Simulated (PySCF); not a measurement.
C2H4ClN3Si.
SMILES with atom numbers: `[SiH3:1][c:2]1[n:3][c:4]([Cl:5])[n:6][nH:7]1` (hydrogens: H8, H9, H10 on Si1; H11 on N7)

Computed by this run: PBE0-D3(BJ)/def2-SVP geometry optimisation, gas phase (PySCF 2.14.0); density fitting, grid level 1; the optimiser is geomeTRIC in internal coordinates, started from a GFN2-xTB structure with every atom displaced at random (about 0.01 Å).

Step 0: E = -26982.5720 eV
```
atom  x, y, z in Å  |  force x, y, z in eV/Å
Si1    -1.8525    0.4138   -0.2721   -0.049   0.616   0.366
C2     -0.0533    0.0349   -0.0702    0.540  -0.206   0.155
N3      0.8493    0.2260   -1.0060    1.429  -0.117  -0.262
C4      2.0442   -0.1940   -0.4319   -3.546   0.253   0.820
Cl5     3.4929   -0.1676   -1.2227    1.188   0.009  -0.553
N6      1.8621   -0.6281    0.8056    0.907  -0.226   0.226
N7      0.5634   -0.4833    1.0220   -0.160   0.056  -0.029
H8     -2.3854   -0.3601   -1.3784   -0.347  -0.404  -0.504
H9     -2.4887    0.0725    1.0207   -0.219  -0.134   0.177
H10    -2.0084    1.8706   -0.5139   -0.057   0.077  -0.054
H11     0.1436   -0.7449    1.9176    0.314   0.077  -0.343
```

Step 1: E = -26982.6790 eV
```
atom  x, y, z in Å  |  force x, y, z in eV/Å
Si1    -1.8623    0.4359   -0.2592   -0.077  -0.032  -0.065
C2     -0.0284    0.0860   -0.0471    0.019  -0.007  -0.030
N3      0.8743    0.2214   -1.0141   -0.132  -0.325   0.129
C4      1.9903   -0.2684   -0.4472    0.761   0.557  -0.247
Cl5     3.5175   -0.2316   -1.2420   -0.405  -0.157   0.154
N6      1.8814   -0.6604    0.8060   -0.040  -0.075   0.002
N7      0.5904   -0.4366    1.0389   -0.089   0.002  -0.004
H8     -2.3443   -0.3144   -1.4538    0.010   0.036   0.033
H9     -2.5661   -0.0657    0.9590    0.023   0.037   0.038
H10    -2.0966    1.8942   -0.4303   -0.004   0.036   0.015
H11     0.2110   -0.6207    1.9605   -0.065  -0.072  -0.026
```

**Question.** Estimate the geometry and energy of step 2. (The exact step hangs on the optimiser's Hessian estimate; all steps are aligned on step 1, rigid shifts and turns removed.)

**Answer.** E = -26982.6892 eV, largest force 0.550 eV/Å
```
atom  x, y, z in Å  |  force x, y, z in eV/Å
Si1    -1.8687    0.4341   -0.2588   -0.004  -0.024  -0.051
C2     -0.0328    0.0701   -0.0641    0.104  -0.407  -0.216
N3      0.8776    0.1909   -1.0250    0.030   0.539   0.001
C4      2.0210   -0.1918   -0.4283   -0.046  -0.521  -0.169
Cl5     3.5320   -0.2617   -1.2291   -0.224   0.113   0.076
N6      1.8884   -0.6182    0.8132   -0.015   0.068   0.214
N7      0.5826   -0.4518    1.0222    0.134   0.210   0.116
H8     -2.3801   -0.3193   -1.4358   -0.015   0.013   0.001
H9     -2.5515   -0.0395    0.9829    0.019   0.021   0.020
H10    -2.0886    1.8960   -0.4367    0.013  -0.002   0.013
H11     0.1873   -0.6690    1.9302    0.005  -0.011  -0.003
```

The energy changes by -0.0102 eV. The first-order estimate −F·Δx gives -0.0766 eV and the mean of the old and new forces, exact on a quadratic surface, -0.0101 eV. The step makes an angle of 62° with the force vector and moves no atom by more than 0.085 Å.

What follows is the cost of the whole optimisation. Time: 64 s; peak memory 0.52 GiB. Hardware: one thread of an Arm Neoverse V1 (shared host).
